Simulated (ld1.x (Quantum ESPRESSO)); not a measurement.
## PBE TM dataset for neon (Ne), scalar-relativistic all-electron reference.

* Element: neon
* Generator: ld1.x (Quantum ESPRESSO) 7.5
* Type: norm-conserving Troullier–Martins (Kleinman–Bylander form)
* Functional: PBE
* Relativity: scalar-relativistic
* Frozen core: [He]
* Valence charge: 8
* Reference configuration: 2s2 2p6
* Partial waves: 2s (bound): rc 0.42 bohr; 2p (bound): rc 0.68 bohr; 3d channel at 0.45 Ry: rc 0.68 bohr
* Local potential: all-electron potential smoothed inside 0.42 bohr (lloc = -1)
* Core correction: Bessel-smoothed model core, default radius (core density twice the valence density)

- Ghost test: no extra level below or beside the all-electron valence levels (s, p, d, f tested) (spherical-Bessel basis up to 400 Ry, 20 bohr box)
- Largest excitation error: +215 meV (all-electron minus pseudo) for 2s2 2p2, out of 6 test configurations
